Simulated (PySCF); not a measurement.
carbon monosulfide (CS), singlet, geometry from GFN2-xTB; PySCF with HF/3-21G.

PySCF was given this input:
```python
from pyscf import gto, scf

mol = gto.M(
    atom='''
C    -0.00000000   -0.00000000   -1.10631145
S     0.00000000    0.00000000    0.41486679
''',
    basis='3-21g',
    verbose=4,
)

mf = scf.RHF(mol)
mf.kernel()
```

Output, abridged:

```
PySCF version 2.14.0

[INPUT] verbose = 4
[INPUT] num. atoms = 2
[INPUT] num. electrons = 22
[INPUT] charge = 0
[INPUT] spin (= nelec alpha-beta = 2S) = 0
[INPUT] symmetry False subgroup None
[INPUT] Mole.unit = angstrom
[INPUT] Symbol           X                Y                Z      unit          X                Y                Z       unit  Magmom
[INPUT]  1 C      0.000000000000   0.000000000000  -1.106311450000 AA    0.000000000000   0.000000000000  -2.090625648970 Bohr   0.0
[INPUT]  2 S      0.000000000000   0.000000000000   0.414866790000 AA    0.000000000000   0.000000000000   0.783984611277 Bohr   0.0

nuclear repulsion = 33.39583154195
number of shells = 12
number of NR pGTOs = 42
number of NR cGTOs = 22
basis = 3-21g
ecp = {}

******** <class 'pyscf.scf.hf.RHF'> ********
method = RHF
initial guess = minao
damping factor = 0
level_shift factor = 0
DIIS = <class 'pyscf.scf.diis.CDIIS'>
diis_start_cycle = 1
diis_space = 8
diis_damp = 0
SCF conv_tol = 1e-09
SCF conv_tol_grad = None
SCF max_cycles = 50
direct_scf = True
direct_scf_tol = 1e-13
Set gradient conv threshold to 3.16228e-05
Initial guess from minao.
init E= -432.956481317393
  HOMO = -0.274091356641335  LUMO = 0.00763653751789546  gap/eV = 7.66621
cycle= 1 E= -433.08427356878  delta_E= -0.128  |g|= 0.32  |ddm|= 1.76
  HOMO = -0.484471678581374  LUMO = 0.0219072711704864  gap/eV = 13.77927
cycle= 2 E= -433.095943819804  delta_E= -0.0117  |g|= 0.296  |ddm|= 0.772
  HOMO = -0.465028484819378  LUMO = 0.0638409048304403  gap/eV = 14.39127
cycle= 3 E= -433.120396110112  delta_E= -0.0245  |g|= 0.0313  |ddm|= 0.279
  HOMO = -0.461452340640893  LUMO = 0.0732191508358771  gap/eV = 14.54915
cycle= 4 E= -433.120936626229  delta_E= -0.000541  |g|= 0.00989  |ddm|= 0.0991
  HOMO = -0.465232088193479  LUMO = 0.0714489305318228  gap/eV = 14.60383
cycle= 5 E= -433.121022681414  delta_E= -8.61e-05  |g|= 0.00381  |ddm|= 0.0436
  HOMO = -0.465900983297078  LUMO = 0.0711843262494507  gap/eV = 14.61484
cycle= 6 E= -433.12103251575  delta_E= -9.83e-06  |g|= 0.000693  |ddm|= 0.0158
  HOMO = -0.465932013731031  LUMO = 0.0712579822170386  gap/eV = 14.61768
cycle= 7 E= -433.121032836238  delta_E= -3.2e-07  |g|= 5.98e-05  |ddm|= 0.00281
  HOMO = -0.465936891648088  LUMO = 0.0712441289926232  gap/eV = 14.61744
cycle= 8 E= -433.121032837916  delta_E= -1.68e-09  |g|= 4.94e-06  |ddm|= 0.000262
  HOMO = -0.465937007816075  LUMO = 0.0712451769268338  gap/eV = 14.61747
cycle= 9 E= -433.121032837929  delta_E= -1.26e-11  |g|= 5.91e-07  |ddm|= 1.5e-05
  HOMO = -0.465937177940188  LUMO = 0.0712449627430575  gap/eV = 14.61747
Extra cycle  E= -433.121032837929  delta_E= -2.27e-13  |g|= 2.44e-07  |ddm|= 2.53e-06
converged SCF energy = -433.121032837929
```
